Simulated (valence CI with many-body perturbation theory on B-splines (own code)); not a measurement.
## Level structure of Pt⁷³⁺

Calculated by configuration interaction combined with many-body perturbation theory (CI+MBPT): three valence electrons over a frozen Dirac-Fock core [He], a basis of 11 s, 11 p, 9 d, 7 f, 5 g, 2 h, 1 i functions for each j, with the one-electron correlation potential Σ1 (screened to all orders), the two-electron term Σ2, the three-electron term Σ3, Breit, model QED; selected single and double excitations, second order for the rest (own B-spline code, finite nucleus).

The last digits are not significant, and no measured levels were compared; by estimate large intervals hold to a few tenths of a per cent, small ones and those within an open d or f shell to about a per cent.

Levels 1 to 45 of 103, with energies above the lowest level, (2s^2 2p1/2) J=1/2. "Leading %" is the weight of the configuration and term that name the level; weights of strongly mixed levels are sums over their largest components and can fall short. In the jj column 3d3/2^4 stands for four electrons in 3d with j = 3/2.

| No. | Configuration | Term | J | E (× 10³ cm⁻¹) | Leading % | g | Second component | Leading jj |
| --- | --- | --- | --- | --- | --- | --- | --- | --- |
| 1 | 2s²2p | ²P° | 1/2 | 0.00 | 100 | 0.609 |  | 2s^2 2p1/2 (100 %) |
| 2 | 2s2p² | ⁴P | 1/2 | 2402.0 | 48 | 2.008 | 32 % 2s2p² ²S | 2s 2p1/2^2 (100 %) |
| 3 | 2s²2p | ²P° | 3/2 | 15033 | 99 | 1.293 |  | 2s^2 2p3/2 (99 %) |
| 4 | 2s2p² | ⁴P | 3/2 | 16731 | 89 | 1.611 | 7 % 2s2p² ²D | 2s 2p1/2 2p3/2 (100 %) |
| 5 | 2s2p² | ²D | 5/2 | 17068 | 64 | 1.298 | 36 % 2s2p² ⁴P | 2s 2p1/2 2p3/2 (100 %) |
| 6 | 2s2p² | ²P | 1/2 | 17705 | 68 | 1.272 | 32 % 2s2p² ⁴P | 2s 2p1/2 2p3/2 (100 %) |
| 7 | 2s2p² | ²D | 3/2 | 17720 | 61 | 0.970 | 38 % 2s2p² ²P | 2s 2p1/2 2p3/2 (100 %) |
| 8 | 2p³ | ²P° | 3/2 | 20201 | 49 | 1.304 | 27 % 2p³ ²D° | 2p1/2^2 2p3/2 (99 %) |
| 9 | 2s2p² | ⁴P | 5/2 | 31907 | 64 | 1.413 | 36 % 2s2p² ²D | 2s 2p3/2^2 (100 %) |
| 10 | 2s2p² | ²S | 1/2 | 32856 | 68 | 1.916 | 20 % 2s2p² ⁴P | 2s 2p3/2^2 (100 %) |
| 11 | 2s2p² | ²P | 3/2 | 32861 | 58 | 1.163 | 32 % 2s2p² ²D | 2s 2p3/2^2 (100 %) |
| 12 | 2p³ | ⁴S° | 3/2 | 34801 | 56 | 1.429 | 44 % 2p³ ²D° | 2p1/2 2p3/2^2 (100 %) |
| 13 | 2p³ | ²D° | 5/2 | 34983 | 100 | 1.156 |  | 2p1/2 2p3/2^2 (100 %) |
| 14 | 2p³ | ²P° | 1/2 | 35489 | 100 | 0.609 |  | 2p1/2 2p3/2^2 (100 %) |
| 15 | 2p³ | ²P° | 3/2 | 50205 | 51 | 1.283 | 28 % 2p³ ²D° | 2p3/2^3 (100 %) |
| 16 | 2s²3s | ²S | 1/2 | 97076 | 98 | 1.978 |  | 2s^2 3s (98 %) |
| 17 | 2s²3p | ²P° | 1/2 | 97864 | 96 | 0.654 |  | 2s^2 3p1/2 (96 %) |
| 18 | 2s2p3s | ⁴P° | 1/2 | 98685 | 85 | 2.346 | 14 % 2s2p3s ²P° | 2s 2p1/2 3s (99 %) |
| 19 | 2s2p3s | ⁴P° | 3/2 | 98924 | 58 | 1.521 | 42 % 2s2p3s ²P° | 2s 2p1/2 3s (100 %) |
| 20 | 2s2p3s | ²P° | 1/2 | 99198 | 95 | 0.683 | 4 % 2s2p3s ⁴P° | 2s 2p1/2 3s (99 %) |
| 21 | 2s2p3p | ⁴D | 1/2 | 99349 | 72 | 0.257 | 22 % 2s2p3p ²P | 2s 2p1/2 3p1/2 (100 %) |
| 22 | 2s2p3p | ⁴D | 3/2 | 99591 | 39 | 1.077 | 34 % 2s2p3p ²D | 2s 2p1/2 3p1/2 (100 %) |
| 23 | 2s2p3p | ⁴P | 1/2 | 99999 | 45 | 1.898 | 31 % 2s2p3p ²S | 2s 2p1/2 3p1/2 (99 %) |
| 24 | 2p²3s | ⁴P | 1/2 | 101550 | 45 | 1.977 | 31 % 2p²3s ²S | 2p1/2^2 3s (97 %) |
| 25 | 2p²3p | ²P° | 1/2 | 102170 | 46 | 0.641 | 37 % 2p²3p ⁴D° | 2p1/2^2 3p1/2 (98 %) |
| 26 | 2s²3p | ²P° | 3/2 | 102300 | 98 | 1.317 |  | 2s^2 3p3/2 (98 %) |
| 27 | 2s²3d | ²D | 3/2 | 102800 | 98 | 0.783 |  | 2s^2 3d3/2 (98 %) |
| 28 | 2s2p3p | ⁴P | 3/2 | 103900 | 31 | 1.384 | 27 % 2s2p3p ⁴D | 2s 2p1/2 3p3/2 (100 %) |
| 29 | 2s²3d | ²D | 5/2 | 103950 | 86 | 1.199 | 5 % 2s2p3p ⁴D | 2s^2 3d5/2 (86 %) |
| 30 | 2s2p3p | ⁴D | 5/2 | 104200 | 37 | 1.292 | 35 % 2s2p3p ²D | 2s 2p1/2 3p3/2 (86 %) |
| 31 | 2s2p3p | ²D | 3/2 | 104200 | 42 | 1.239 | 25 % 2s2p3p ²P | 2s 2p1/2 3p3/2 (100 %) |
| 32 | 2s2p3p | ²P | 1/2 | 104240 | 45 | 1.333 | 20 % 2s2p3p ²S | 2s 2p1/2 3p3/2 (99 %) |
| 33 | 2s2p3d | ⁴F° | 3/2 | 104300 | 69 | 0.572 | 14 % 2s2p3d ²D° | 2s 2p1/2 3d3/2 (100 %) |
| 34 | 2s2p3d | ⁴F° | 5/2 | 104560 | 40 | 0.994 | 34 % 2s2p3d ²F° | 2s 2p1/2 3d3/2 (99 %) |
| 35 | 2s2p3d | ²P° | 3/2 | 104720 | 30 | 1.143 | 23 % 2s2p3d ²D° | 2s 2p1/2 3d3/2 (99 %) |
| 36 | 2s2p3d | ⁴D° | 1/2 | 104750 | 53 | 0.439 | 41 % 2s2p3d ²P° | 2s 2p1/2 3d3/2 (99 %) |
| 37 | 2s2p3d | ⁴P° | 5/2 | 105560 | 33 | 1.296 | 30 % 2s2p3d ⁴D° | 2s 2p1/2 3d5/2 (100 %) |
| 38 | 2s2p3d | ²F° | 7/2 | 105810 | 41 | 1.215 | 36 % 2s2p3d ⁴F° | 2s 2p1/2 3d5/2 (100 %) |
| 39 | 2s2p3d | ²F° | 5/2 | 105910 | 46 | 1.075 | 26 % 2s2p3d ²D° | 2s 2p1/2 3d5/2 (99 %) |
| 40 | 2s2p3d | ²P° | 3/2 | 105910 | 38 | 1.124 | 31 % 2s2p3d ²D° | 2s 2p1/2 3d5/2 (96 %) |
| 41 | 2p²3p | ²P° | 3/2 | 106750 | 34 | 1.314 | 19 % 2p²3p ⁴D° | 2p1/2^2 3p3/2 (96 %) |
| 42 | 2p²3d | ²D | 3/2 | 107110 | 43 | 0.780 | 32 % 2p²3d ⁴F | 2p1/2^2 3d3/2 (98 %) |
| 43 | 2p²3d | ²D | 5/2 | 108380 | 37 | 1.185 | 18 % 2p²3d ⁴D | 2p1/2^2 3d5/2 (98 %) |
| 44 | 2s2p3s | ⁴P° | 5/2 | 113770 | 100 | 1.560 |  | 2s 2p3/2 3s (100 %) |
| 45 | 2s2p3s | ²P° | 3/2 | 114010 | 75 | 1.381 | 24 % 2s2p3s ⁴P° | 2s 2p3/2 3s (100 %) |

The ionisation energy to 2s² ¹S0 of the next ion comes out as 21273 eV (NIST: 21280 ± 90 eV (theoretical)). All 103 levels together are meant to be complete up to 123740 × 10³ cm⁻¹.
